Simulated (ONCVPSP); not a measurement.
**What one change does to a pseudopotential (selenium, ONCV)**

```json
{"Element": "selenium", "Generator": "ONCVPSP 4.0.1", "Type": "optimised norm-conserving Vanderbilt (ONCV)", "Functional": "PBE", "Relativity": "scalar-relativistic", "Frozen core": "[Ne]", "Valence charge": "24", "Reference configuration": "3s2 3p6 3d10 4s2 4p4", "Partial waves": "3s+4s: rc 0.80 bohr, ncon 3, nbas 6, qcut 13.3 1/bohr, 2 projectors; 3p+4p: rc 1.10 bohr, ncon 3, nbas 7, qcut 9.9 1/bohr, 2 projectors; 3d: rc 1.15 bohr, ncon 4, nbas 9, qcut 14.2 1/bohr, 1 projector", "Local potential": "polynomial inside 0.50 bohr (lpopt 5, dvloc0 6 Ha)", "Core correction": "polynomial model core, fcfact 0.75"}
```

All-electron outer shells of the reference configuration (PBE, scalar-relativistic, ld1.x):

```json
{"shell": "2s", "level (eV)": "-1607.20", "outermost node (bohr)": "0.06", "outermost maximum (bohr)": "0.17"}
{"shell": "2p", "level (eV)": "-1413.61", "outermost node (bohr)": "–", "outermost maximum (bohr)": "0.13"}
{"shell": "3s", "level (eV)": "-213.51", "outermost node (bohr)": "0.24", "outermost maximum (bohr)": "0.50"}
{"shell": "3p", "level (eV)": "-152.98", "outermost node (bohr)": "0.21", "outermost maximum (bohr)": "0.50"}
{"shell": "3d", "level (eV)": "-53.12", "outermost node (bohr)": "–", "outermost maximum (bohr)": "0.45"}
{"shell": "4s", "level (eV)": "-17.29", "outermost node (bohr)": "0.70", "outermost maximum (bohr)": "1.51"}
{"shell": "4p", "level (eV)": "-6.51", "outermost node (bohr)": "0.74", "outermost maximum (bohr)": "1.82"}
```

Change: s: rc 1.1.

Cutoffs: the cutoffs (Ha) at which the residual kinetic energy of the hardest occupied pseudo-wave falls to 1 and 0.1 mHa per electron; they do not see the model core or the augmentation charge, which bear on the density cutoff. Errors are all-electron minus pseudo energies relative to the spin-unpolarised reference configuration.

Problem. How do hardness, ghosts and transferability respond?

Solution. The potential gets neither clearly harder nor softer (82 Ha and 127 Ha → 82 Ha and 127 Ha); the d channel sets the loose cutoff, while the largest relative change is in s, which becomes softer; of the 4 tests that both files solve, the error grows in 1 and shrinks in 0 by more than 15 % and 0.3 meV (median size 3.2 → 4.4 meV); neither file shows a bound ghost.

```tsv
quantity	base	changed
cutoff, loose	82 Ha	82 Ha
cutoff, tight	127 Ha	127 Ha
loose cutoff by channel	s 74 Ha, p 46 Ha, d 82 Ha	s 48 Ha, p 46 Ha, d 82 Ha
bound ghosts	none	none
GHOST(+) flags under 300 eV	none	none
error for 3s2 3p6 3d10 4s2 4p3, meV [ΔE 10.85 eV]	-1.3	-1.3
error for 3s2 3p6 3d10 4s2 4p2, meV [ΔE 31.19 eV]	-4.2	-4.1
error for 3s2 3p6 3d10 4s2 4p1, meV [ΔE 62.06 eV]	-9.5	-9.0
error for 3s2 3p6 3d10 4s1 4p4, meV [ΔE 22.38 eV]	-2.2	-4.6
p: phases at 1.12 bohr within 0.05 rad from the reference energy up to (Ha; the scan ends near 5)	to the end of the scan	to the end of the scan
d: phases at 1.17 bohr within 0.05 rad from the reference energy up to (Ha; the scan ends near 5)	0.6	0.6
rms error of d²Exc/dni dnj with the model core, mHa	1.54	1.78
```
